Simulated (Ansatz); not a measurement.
CH6ClFO2Si2 (`CO[SiH](F)O[SiH2]Cl`), charge 0, multiplicity 1.

(1) Give a relaxed structure at PBE0-D4/def2-TZVP (Ansatz). (Best estimate.)

## Answers

(1) Computed: 
```xyz
13

C    -2.144   -0.057    0.122
O    -1.163    0.425    1.016
Si    0.253   -0.274    1.351
F     0.974    0.687    2.382
O     1.196   -0.430    0.038
Si    1.948    0.237   -1.237
Cl    0.565    1.030   -2.529
H    -1.800    0.019   -0.913
H    -2.407   -1.098    0.336
H    -3.037    0.558    0.241
H     0.107   -1.607    1.955
H     2.674   -0.828   -1.957
H     2.833    1.339   -0.805
```
This is one stationary point; other conformers may exist.
